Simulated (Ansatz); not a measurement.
Molecule: CH₂BF₂O, net charge 0, doublet state. It need not be the lowest isomer of its formula. 
Geometry from a B3LYP-D3(BJ)/def2-TZVP (Ansatz, an electronic-structure program) optimisation:
SMILES: FB(O[CH2])F
```xyz
7

B      0.4771     0.0645    -0.0248
F      0.6860    -1.2355    -0.1945
F      1.5167     0.8790     0.0044
O     -0.7641     0.5843     0.1205
C     -1.9076    -0.1580     0.0932
H     -2.8127     0.3922     0.2818
H     -1.8385    -1.2326     0.0299
```
Charge 0, spin multiplicity 2.

Computed values are from Ansatz. Valence correlation only, unless marked. Open shells are spin-unrestricted. Spin-orbit coupling is left out. Non-relativistic. CBS marks a two-point X^-3 extrapolation of the correlation energy; Hartree-Fock from the larger set. The bracket is a focal-point correction in the basis named.

atomisation energy De: 732.6 kcal/mol at RI-MP2/CBS(cc-pVTZ,cc-pVQZ)+[CCSD(T)-MP2]/cc-pVTZ
total energy: -338.8990 Eh at RI-MP2/CBS(cc-pVTZ,cc-pVQZ)+[CCSD(T)-MP2]/cc-pVTZ
dipole moment: 1.56 D at CCSD(T)/aug-cc-pVDZ
T1 diagnostic: 0.014 at CCSD/cc-pVTZ
